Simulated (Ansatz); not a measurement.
Two shapes of triplet SiF4.

Shape 1:

```xyz
5

Si   -0.0008   -0.0151    0.0035
F     1.1150    0.9435   -0.5430
F     0.4604   -0.6275    1.3727
F    -0.2496   -1.1702   -1.0292
F    -1.3291    0.7937    0.2131
```

Shape 2:

```xyz
5

Si    0.0000    0.0000    0.0000
F    -0.8257    0.5570    1.2346
F    -0.7694    0.3365   -1.3457
F     0.1615   -1.5720    0.1378
F     1.4336    0.6785   -0.0267
```

Basis set: def2-SVP (spherical functions). Left uncorrelated: 9 orbitals. Charge 0, multiplicity 3.

Computed with Ansatz (development build ahead of 0.2.0); each method stands on the lowest determinant of its kind that the runs found.

Task: Which shape is lower in energy, and by how much in each method?

Result:

```json
{"method": "UHF", "E(2) − E(1) (eV)": "-0.292"}
{"method": "UHF-MP2", "E(2) − E(1) (eV)": "-0.323"}
```

Shape 2 is lower. Caution: another spin multiplicity may lie lower; the determinant breaks the point group.
